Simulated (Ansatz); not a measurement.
Gas-phase electronic energies from Ansatz, PBE0-D4/def2-TZVP geometries. CBS: MP2 limit from def2 TZ/QZ plus the TZ coupled-cluster correction, frozen cores. This one scheme is used for every species, atoms too. DFT in def2-TZVPP. No spin–orbit coupling; open shells (•) take unrestricted orbitals. Spin–orbit coupling would lower the free atoms: a little for B, C, O. Each species was taken in one conformer, which may not be the lowest.

Reaction (atomization): `COB(N)O` → B• + C• + 6 H• + N• + 2 O•

Problem. What is ΔE at CCSD(T)/CBS? (An estimate is asked.)

Solution. Computed: +46.53 eV.

Problem. What do these levels give: r2SCANh-D4, r2SCAN, PBE0, CCSD/def2-SVP, HF/def2-TZVPP, SCS-MP2/def2-QZVPP? (Estimate.)

Solution. Computed: r2SCANh-D4 46.28, r2SCAN 46.59, PBE0 46.41, CCSD/def2-SVP 43.65, HF/def2-TZVPP 33.48, SCS-MP2/def2-QZVPP 46.86 eV.

Largest T1 diagnostic among the species: 0.014.

From BLYP to BHLYP (50 % exact exchange), in def2-TZVPP and without D4, ΔE moves by −1.49 eV: exact exchange takes away binding that semilocal exchange gives to molecules. At CCSD(T), def2-SVP lies −2.46 eV from the extrapolated value and def2-TZVPP −1.26 eV: correlation converges slowly with the basis, and small sets miss more of it in the bonded molecule than in its fragments. Leaving LDA and LC-ωPBE aside and taking each functional with its dispersion term where it has one, the values, not all of them listed here, spread over 2.56 eV, from BHLYP-D4 to PBE-D4. LDA lies +6.28 eV from PBE without D4, its usual overbinding.

For atomizations the MP2-based limit and the directly extrapolated one differ by several kJ/mol either way, and by 10 to 25 for some Ge, Se and Sn compounds, so smaller differences from it don't rank the levels.
